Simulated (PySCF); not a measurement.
**Solvent effects on NMR parameters**

Molfile (atoms numbered from 1):
```
C6H12F2O
     RDKit          3D

 21 20  0  0  0  0  0  0  0  0999 V2000
   -1.7797   -1.4773    0.1589 C   0  0  0  0  0  0  0  0  0  0  0  0
   -0.5397   -1.0639   -0.3294 O   0  0  0  0  0  0  0  0  0  0  0  0
   -0.1429    0.2856   -0.1045 C   0  0  0  0  0  0  0  0  0  0  0  0
   -0.1596    0.6364    1.3831 C   0  0  0  0  0  0  0  0  0  0  0  0
   -1.0378    1.2492   -0.8840 C   0  0  0  0  0  0  0  0  0  0  0  0
    1.2671    0.3442   -0.6987 C   0  0  0  0  0  0  0  0  0  0  0  0
    2.2441   -0.6580   -0.1436 C   0  0  0  0  0  0  0  0  0  0  0  0
    2.6312   -0.3148    1.1134 F   0  0  0  0  0  0  0  0  0  0  0  0
    3.3625   -0.6697   -0.9101 F   0  0  0  0  0  0  0  0  0  0  0  0
   -1.8353   -1.4578    1.2626 H   0  0  0  0  0  0  0  0  0  0  0  0
   -1.9218   -2.5166   -0.1693 H   0  0  0  0  0  0  0  0  0  0  0  0
   -2.6203   -0.8795   -0.2397 H   0  0  0  0  0  0  0  0  0  0  0  0
    0.3187    1.6123    1.5488 H   0  0  0  0  0  0  0  0  0  0  0  0
   -1.1897    0.7040    1.7631 H   0  0  0  0  0  0  0  0  0  0  0  0
    0.3874   -0.1099    1.9748 H   0  0  0  0  0  0  0  0  0  0  0  0
   -1.0728    0.9639   -1.9459 H   0  0  0  0  0  0  0  0  0  0  0  0
   -0.6518    2.2765   -0.8111 H   0  0  0  0  0  0  0  0  0  0  0  0
   -2.0653    1.2562   -0.4913 H   0  0  0  0  0  0  0  0  0  0  0  0
    1.1922    0.1455   -1.7783 H   0  0  0  0  0  0  0  0  0  0  0  0
    1.7020    1.3474   -0.5709 H   0  0  0  0  0  0  0  0  0  0  0  0
    1.8294   -1.6781   -0.1091 H   0  0  0  0  0  0  0  0  0  0  0  0
  1  2  1  0
  2  3  1  0
  3  4  1  0
  3  5  1  0
  3  6  1  0
  6  7  1  0
  7  8  1  0
  7  9  1  0
  1 10  1  0
  1 11  1  0
  1 12  1  0
  4 13  1  0
  4 14  1  0
  4 15  1  0
  5 16  1  0
  5 17  1  0
  5 18  1  0
  6 19  1  0
  6 20  1  0
  7 21  1  0
M  END
```

GIAO PBE0/pcSseg-1 in PySCF on one PBE0-D3(BJ)/def2-SVP conformer, non-relativistic, equivalent nuclei averaged. Solvents enter as an IEF-PCM continuum (tetrahydrofuran with ε = 7.4, methanol with ε = 32.6) around the gas-phase geometry. Shifts are referred to TMS, CFCl3 computed in the same medium.

Gas phase, δ in ppm: C7 118.9, C3 71.3, C6 49.8, C1 49.2, C4/C5 24.7, F8/F9 -131.6, H21 6.09, H10/H11/H12 3.25, H19/H20 1.63, H13/H14/H15/H16/H17/H18 1.19. Dipole moment 3.11 D.

(1) How does each δ change in the continuum?

(2) Which nuclei move most (in ppm), and what does the model miss?

Answers

(1) 
```tsv
atoms	environment	Δδ, tetrahydrofuran	Δδ, methanol
C7	sp3 CH bonded to 2 F	+2.0	+2.4
C3	fully substituted sp3 carbon bonded to O	+1.3	+1.5
C6	sp3 CH2	+0.3	+0.3
C1	methyl carbon bonded to O	+0.8	+1.0
C4/C5	methyl carbon	+0.3	+0.4
F8/F9	fluorine of a CF2 group	-1.4	-1.5
H21	hydrogen on an sp3 CH bonded to 2 F	+0.07	+0.08
H10/H11/H12	hydrogen on a methyl carbon bonded to O	+0.07	+0.09
H19/H20	hydrogen on an sp3 CH2	+0.11	+0.14
H13/H14/H15/H16/H17/H18	hydrogen on a methyl carbon	+0.04	+0.05
```

Changes are relative to the gas phase. The dipole moment becomes 3.63 D in tetrahydrofuran, 3.73 D in methanol.

(2) C7 (sp3 CH bonded to 2 F, +2.4 ppm) in methanol. A continuum only polarises the solute; specific hydrogen bonds, the anisotropy of aromatic solvents and changes of geometry or conformer are outside it.
